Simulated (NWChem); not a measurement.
A series in which one site is exchanged, each optimised at PBE0/def2-SVP with NWChem, gas phase unless a solvent is named. For some, no frequency run checked for a minimum. def2 effective core potentials on Cd, I; no spin-orbit coupling.

A: [CdH][I] (CdHI; site = H)
B: [Cl][Cd][I] (CdICl; site = Cl)
C: [F][Cd][I] (CdIF; site = F)
D: [I][Cd][I] (CdI₂; site = I)

**Question.** Rank them by dipole (D), PBE0/def2-SVP, lowest first.

**Answer.** D (0.00), B (0.65), C (0.97), A (1.84)
